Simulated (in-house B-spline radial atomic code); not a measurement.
Ionising Ga⁷⁺ with different functionals

Computed with an all-electron radial atomic-structure program (B-spline basis): four-component Dirac-Coulomb Hamiltonian, Fermi nucleus of rms radius 3.9973 fm, spin-restricted, spherical fractional occupations for the functionals. The ionisation energy is the difference of two self-consistent energies, [Ar] 3d6 → [Ar] 3d5, without Breit or QED terms; ε is the level of the shell that loses the electron (mean over j). The electron is taken from both j subshells in proportion to 2j + 1, so the result is a j average, not the step between ground levels.

Hybrids are left out here: with spherical fractional occupations of an open shell their exact exchange keeps a self-interaction that integer-occupation calculations don't have.

```csv
method,rung,ΔSCF (eV),-ε(3d) (eV)
LDA VWN5,LDA,175.29,159.51
relativistic LDA,LDA,?,?
LDA PW92,LDA,175.28,159.50
LDA exchange-only,LDA,173.09,157.34
PBE,GGA,174.99,159.21
PBEsol,GGA,174.94,159.16
BLYP,GGA,?,?
RPBE,GGA,174.91,159.13
PW91,GGA,175.16,159.38
BP86,GGA,175.06,159.27
AM05,GGA,174.99,159.20
OLYP,GGA,175.74,159.92
```

(1) What does relativistic LDA give?

(2) What does BLYP give?

(3) How do they compare with the NIST value?

Answers

(1) ΔSCF 175.31 eV, and -ε(3d) = 159.53 eV.

(2) ΔSCF 174.89 eV, and -ε(3d) = 159.11 eV.

(3) NIST lists 170 eV ± 1.7 (tabulated theory, ground level to ground level). Errors run from +3.19 to +5.84 eV. The correlated functionals all miss on the same side by more than they spread, so the cause is common to them (Breit-QED terms, spin polarisation, the choice among j levels, multiplet and fine-structure energies, or a listed next ion that isn't the cheapest removal here) and closeness doesn't rank the functionals.
